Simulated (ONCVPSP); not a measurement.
**LDA (Perdew-Zunger) ONCV dataset for He (Z = 2), scalar-relativistic all-electron reference.**

* Element: helium
* Generator: ONCVPSP 4.0.1
* Type: optimised norm-conserving Vanderbilt (ONCV)
* Functional: LDA (Perdew-Zunger)
* Relativity: scalar-relativistic
* Frozen core: none
* Valence charge: 2
* Reference configuration: 1s2
* Partial waves: 1s: rc 0.50 bohr, ncon 4, nbas 7, qcut 11.8 1/bohr, 1 projector; p scattering state at 0.23 Ha: rc 0.50 bohr, ncon 4, nbas 7, qcut 12.9 1/bohr, 1 projector
* Local potential: polynomial inside 0.40 bohr (lpopt 5, dvloc0 0 Ha)
* Core correction: none

- Cutoffs needed: 94 Ha and 418 Ha (the cutoffs (Ha) at which the residual kinetic energy of the hardest occupied pseudo-wave falls to 1 and 0.1 mHa per electron)
- Ghost test: no bound ghost flagged; no localised positive-energy state flagged
- Largest excitation error: +3.9 meV (all-electron minus pseudo) for 1s1, out of 2 test configurations
